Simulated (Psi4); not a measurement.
Psi4 input (wB97X-D/6-31G*):

```
memory 1500 MB

molecule {
1 2
F    -1.21299123   -0.50470806    0.01613613
S    -0.00574452    0.55322190    0.00745691
F     1.22320370   -0.47879753   -0.02939285
symmetry c1
no_reorient
no_com
}

set {
  basis 6-31G*
  reference uks
  scf_type pk
  dft_radial_points 99
  dft_spherical_points 590
  e_convergence 1e-8
  d_convergence 1e-7
  maxiter 150
}

e = energy('wb97x-d')
print_out(f'\nFINAL {e:.10f} DIPOLE {variable("CURRENT DIPOLE")[0]:.6f} {variable("CURRENT DIPOLE")[1]:.6f} {variable("CURRENT DIPOLE")[2]:.6f}\n')
```

### Question
Predict the final energy.

### Answer
-597.35248 Eh.
